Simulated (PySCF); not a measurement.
## Correlation energy of Br⁺ (bromine, charge +1)

[Ar] 3d10 4s2 4p3 5s1, high-spin 5S determinant (an excited configuration). All numbers are calculated (PySCF 2.14, scalar relativity by spin-free X2C-1e, in aug-cc-pVTZ-DK). Frozen: [Ar] 3d10; 6 electrons correlated.

MP2 pair energies summed by pair of shells (mhartree):

```csv
pair,energy,share (%)
4s-4p,-52.19,56.0
4p-4p,-17.37,18.6
4p-5s,-9.10,9.8
4s-4s,-8.68,9.3
4s-5s,-5.93,6.4
```

Total MP2 correlation energy: -93.26 mhartree.

Same-spin part -29.94 and opposite-spin part -63.32 mhartree; SCS-MP2 scales them by 1/3 and 6/5 to -85.97 mhartree.
